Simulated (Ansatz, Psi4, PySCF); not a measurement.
H₃S (SMILES [SH3+]), charge +1, singlet, geometry from GFN2-xTB. Base run: PySCF with PBE0/cc-pVTZ.

Input for PySCF:
```python
from pyscf import gto, scf, dft

mol = gto.M(
    atom='''
S     0.105582   -0.001908    0.046136
H    -0.318222    0.997054   -0.765660
H    -0.350826   -0.980451   -0.772822
H    -1.020267    0.013923    0.800299
''',
    basis='cc-pvtz',
    charge=1,
    spin=0,
    verbose=4,
)

mf = dft.RKS(mol)
mf.xc = 'pbe0'
mf.kernel()
```

The same geometry, method and basis name were run in Ansatz (a program for electronic structure) and Psi4 and PySCF, at each program's defaults and at the settings that a row names. The base is PySCF at its defaults. Differences at the defaults can come from grids, fitting, cores and function types together.

| code and settings | ΔE vs base (µEh) | basis functions | E (Eh) | SCF cycles |
|---|---|---|---|---|
| PySCF, defaults (exact integrals, its default grid, spherical functions) | 0.0 | 76 | -399.54591 | 7 |
| Psi4, defaults (density fitting with its default set, its default grid, spherical functions) | -21.4 | 76 | -399.54593 | 6 |
| Ansatz, defaults (factorised integrals, its default grid, spherical functions) | 5.5 | 76 | -399.54591 | - |
| PySCF, density fitting with def2-universal-jkfit | -25.7 | 76 | -399.54594 | 7 |
| PySCF, fine grid | -0.4 | 76 | -399.54591 | 7 |
| Psi4, exact integrals, spherical functions, fine grid | -0.3 | 76 | -399.54591 | 8 |
| Ansatz, high accuracy | -0.4 | 76 | -399.54591 | - |
